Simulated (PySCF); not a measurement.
C2H4N2OSi, SMILES C1C=N[SiH](N=1)O. Heavy atoms are numbered as in [OH:1][SiH:2]1[N:3]=[CH:4][CH:5]=[N:6]1. Hydrogens are named by the atom that carries them.

Geometry: r2SCAN-D4/def2-SVP. The structure was generated by enumeration, and PubChem lists no compound with its InChIKey, so it may never have been made. One conformer was computed; it need not be the lowest.

Computed with PBE0/pcSseg-1 in PySCF.

GIAO shieldings, no solvent; atoms alike by connectivity are averaged. δ = σ(ref) − σ: ¹⁷O against H2O (σ = 334.2 ppm); ²⁹Si against TMS (σ = 352.7 ppm); ¹⁵N against NH3 (σ = 267.4 ppm); ¹³C against TMS (σ = 186.3 ppm); ¹H against TMS (σ = 31.56 ppm), references at their B3LYP-D3(BJ)/def2-TZVP geometries, non-relativistic.

| atoms | nucleus | count | δ (ppm) |
|---|---|---|---|
| O1 (OH) | ¹⁷O | 1 | 35.5 |
| Si2 (SiH) | ²⁹Si | 1 | (withheld) |
| N3 | ¹⁵N | 2 | 425.8 |
| C4 (CH) | ¹³C | 2 | 178.4 |
| H on C4 | ¹H | 2 | 8.69 |
| H on Si2 | ¹H | 1 | (withheld) |
| H on O1 | ¹H | 1 | (withheld) |

Task: Fill in the missing entries. (An estimate is asked for; the answer gives what the named calculation found.)

Result: 
- Si2 (SiH), δ (ppm): 7.1
- H on Si2, δ (ppm): 5.35
- H on O1, δ (ppm): 2.02
